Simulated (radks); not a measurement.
Ionisation of neutral terbium, [Xe] 4f9 6s2, to [Xe] 4f9 6s1 as the strength of local exchange is varied. Method: scalar-relativistic Kohn-Sham, Slater X-alpha exchange (alpha = 2/3 is LDA exchange), no correlation, spin-unpolarised, spherical densities, finite nucleus; Fermi nuclear charge, rms radius 5.06 fm; computed with a radial shooting solver on a logarithmic mesh with Libxc functionals.

alpha	E(Tb) (hartree)	exchange (hartree)	IE (eV)	-e of the level emptied (eV)	<r> of it (bohr)
0.612	-11673.9384	-221.3181	5.265	2.816 (6s)	4.288
0.653	-11688.8329	-236.4751	5.449	2.980 (6s)	4.241
0.656	-11689.9235	-237.5857	5.462	2.992 (6s)	4.238
0.667	-11693.9235	-241.6597	5.513	3.037 (6s)	4.225
0.671	-11695.3785	-243.1419	5.531	3.054 (6s)	4.221
0.674	-11696.4698	-244.2538	5.545	3.067 (6s)	4.217
0.983	-11809.4648	-359.9175	7.103	4.504 (6s)	3.879
0.991	-11812.4056	-362.9419	7.146	4.544 (6s)	3.871

NIST Atomic Spectra Database: 5.864 eV (measured). The Delta-SCF value meets it near alpha = 0.74. Spin polarisation and multiplet splitting are left out, so open shells lie too high by an amount that depends on their filling. Spin-orbit splitting is averaged out at the scalar-relativistic level.

Beside tabulated values, note that spin-unpolarised runs miss the spin-polarisation part of the exchange energy of open shells.
